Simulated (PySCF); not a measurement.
C8H10OS, SMILES COc1ccc(SC)cc1, GFN2-xTB optimised geometry.

```
20

C     -3.04    -2.38    -0.01
O     -1.64    -2.32     0.00
C     -1.04    -1.09     0.00
C     -1.71     0.13     0.00
C     -1.00     1.31     0.00
C      0.39     1.30     0.00
S      1.19     2.89     0.00
C      2.96     2.48    -0.08
C      1.07     0.09     0.00
C      0.35    -1.09     0.00
H     -3.46    -1.91    -0.90
H     -3.29    -3.44    -0.01
H     -3.47    -1.91     0.88
H     -2.79     0.17     0.00
H     -1.52     2.25     0.00
H      3.25     1.94     0.81
H      3.17     1.92    -0.98
H      3.47     3.44    -0.11
H      2.14     0.05     0.00
H      0.87    -2.04     0.00
```

Density from PBE0/def2-SVP run with PySCF at that geometry.

Minimum of the electron density along straight lines between bonded atoms, close to the bond critical point (lines longer than 1.1 times the sum of covalent radii, or with two minima, are not listed):

| bond | length / Å | ρ at the minimum / e bohr⁻³ | ∇²ρ there / e bohr⁻⁵ | position (fraction from the first atom) |
|---|---|---|---|---|
| C1–O2 | 1.406 | 0.256 | -0.34 | 0.34 |
| O2–C3 | 1.364 | 0.283 | -0.32 | 0.67 |
| C3–C4 | 1.392 | 0.309 | -0.78 | 0.51 |
| C4–C5 | 1.382 | 0.311 | -0.78 | 0.50 |
| C5–C6 | 1.390 | 0.308 | -0.78 | 0.49 |
| C6–S7 | 1.770 | 0.197 | -0.40 | 0.47 |
| S7–C8 | 1.815 | 0.180 | -0.32 | 0.54 |
| C6–C9 | 1.389 | 0.307 | -0.77 | 0.51 |
| C3–C10 | 1.394 | 0.311 | -0.81 | 0.51 |
| C9–C10 | 1.380 | 0.312 | -0.79 | 0.50 |
| C1–H11 | 1.095 | 0.280 | -1.05 | 0.63 |
| C1–H12 | 1.089 | 0.284 | -1.10 | 0.64 |
| C1–H13 | 1.095 | 0.280 | -1.05 | 0.63 |
| C4–H14 | 1.078 | 0.283 | -1.07 | 0.63 |
| C5–H15 | 1.079 | 0.284 | -1.08 | 0.63 |
| C8–H16 | 1.086 | 0.279 | -1.05 | 0.64 |
| C8–H17 | 1.086 | 0.279 | -1.05 | 0.64 |
| C8–H18 | 1.086 | 0.279 | -1.05 | 0.64 |
| C9–H19 | 1.078 | 0.284 | -1.08 | 0.63 |
| C10–H20 | 1.079 | 0.283 | -1.08 | 0.63 |
